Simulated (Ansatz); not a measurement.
Correlation energies of CH5B2ClO2 (`BC(O)OBCl`) by basis set

```xyz
11

B     1.531   -0.498   -0.743
C     0.358    0.011    0.125
O     0.266   -1.463   -0.132
O    -0.751    0.615   -0.429
B    -1.695    1.182    0.345
Cl   -3.065    1.930   -0.435
H     1.434   -0.453   -1.928
H     2.558   -0.767   -0.193
H     0.433    0.191    1.197
H     0.543   -1.943    0.656
H    -1.613    1.194    1.537
```

The species carries charge 0 and has multiplicity 1. All single points use the PBE0-D4/def2-TZVP geometry. It is one conformer, not always the lowest. Frozen core, restricted reference, Ansatz 0.2.0. CBS rows extrapolate triple and quadruple zeta; past MP2 they add the triple-zeta difference.

```json
{"basis": "def2-SVP", "HF (Eh)": "-699.08766", "MP2 corr.": "-0.81166", "CCSD corr.": "-0.86195", "(T)": "-0.02402", "CCSD(T) total": "-699.97363"}
{"basis": "def2-TZVPP", "HF (Eh)": "-699.52797", "MP2 corr.": "-1.03556", "CCSD corr.": "-1.07873", "(T)": "-0.04414", "CCSD(T) total": "-700.65084"}
{"basis": "def2-QZVPP", "HF (Eh)": "-699.55175", "MP2 corr.": "-1.11669", "CCSD corr.": "–", "(T)": "–", "CCSD(T) total": "–"}
{"basis": "CBS(def2)", "HF (Eh)": "-699.55503", "MP2 corr.": "-1.17679", "CCSD corr.": "-1.21996", "(T)": "as TZ", "CCSD(T) total": "-700.81913"}
```
